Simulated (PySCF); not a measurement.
## TeP⁺: frontier orbitals

PBE0 at R = 2.173 Å; Te def2-SVP with ECP28, P def2-SVP; scalar-relativistic core potentials (PySCF 2.14). State: ¹Σ⁺ (singlet), closed shell. Only the outer orbitals are listed, counted within each symmetry, core potentials removing the inner ones.

```tsv
orbital	occ.	ε (eV)	on Te (%)	main shells (%)
7σ	2	-26.35	61	55 Te s, 33 P s
8σ	2	-20.99	47	52 P s, 38 Te s, 8 Te p
9σ	2	-15.36	46	43 P p, 42 Te p, 10 P s
4π	2	-14.73	60	58 Te p, 39 P p
4π	2	-14.73	60	58 Te p, 39 P p
5π	0	-9.94	42	57 P p, 41 Te p
5π	0	-9.94	42	57 P p, 41 Te p
10σ	0	-5.67	60	51 Te p, 40 P p, 8 Te d
```

**Question.** Which are the highest filled and the lowest empty level, where do they sit, and how wide is the gap?

**Answer.** Highest filled 4π at -14.73 eV (in %: 58 Te p, 39 P p); lowest empty 5π at -9.94 eV (in %: 57 P p, 41 Te p); the gap at PBE0 is 4.79 eV.

| Item | Value |
| --- | --- |
| bond order (Mayer) | 2.88 |
| ⟨S²⟩ | 0.000 |
| charge on Te (Mulliken, basis-dependent) | 0.56 |
| charge on Te (Löwdin, basis-dependent) | 0.56 |
| dipole moment (positive dipole points towards P; it is taken about the centre of mass and depends on that origin) | 1.57 D |
| polarisability along the bond | 71.8 bohr³ |
| polarisability across the bond | 26.8 bohr³ |

Spin–orbit coupling is left out.
